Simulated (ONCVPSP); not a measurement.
**Varying the ONCV potential for technetium (Tc)**

Base potential:

ONCVPSP 4.0.1 input, shortened (lines: element, Z, core and valence counts, functional; n l f; lmax; l rc ep ncon nbas qcut; lloc lpopt rc5 dvloc0; l nproj debl; icmod fcfact rcfact), PBE, scalar-relativistic:

```
  Tc 43.00    6    4        4      upf
    1    0    2.00
    2    0    2.00
    2    1    6.00
    3    0    2.00
    3    1    6.00
    3    2   10.00
    4    0    2.00
    4    1    6.00
    4    2    5.00
    5    0    1.00
    2
    0    1.75    0.00    3    7    7.20
    1    1.65    0.00    5   10   10.20
    2    1.50    0.00    4    9    7.00
    4    5    1.15    0.00
    0    2    3.50
    1    1    3.90
    2    1    0.40
    1    0.50    0.00
```

Cutoffs, loose and tight: the cutoffs (Ha) at which the residual kinetic energy of the hardest occupied pseudo-wave falls to 1 and 0.1 mHa per electron. They do not see the model core or the augmentation charge, which bear on the density cutoff. Test errors are all-electron minus pseudo excitation energies from the reference, over the configurations 4s2 4p6 4d5 5s2; 4s2 4p6 4d5 5s0; 4s2 4p6 4d4 5s0; 4s2 4p6 4d5.5 5s1.5. A dash means not determined; rows that change the core or the reference have their own tests.

| change | outcome | cutoff, loose | cutoff, tight | bound ghosts | GHOST(+) flags above zero | largest test error (meV) |
| --- | --- | --- | --- | --- | --- | --- |
| base | generated | 32 Ha | 38 Ha | none | s | -4.1 |
| d: qcut 4.7 | generated | 121 Ha | 140 Ha | none | s | -4.3 |
| d: rc 1.1; local potential polynomial inside 1.10 bohr (lpopt 5, dvloc0 0 Ha) | generated | 32 Ha | 226 Ha | none | s | -3.9 |
| d: nproj 0; local potential the d channel | generated | 32 Ha | 38 Ha | none | none | -4.1 |
| all radii but the core radius scaled by about 0.79 (s 1.38, p 1.30, d 1.18 bohr); local potential polynomial inside 0.90 bohr (lpopt 5, dvloc0 0 Ha) | generated | 38 Ha | 128 Ha | none | s | -3.0 |
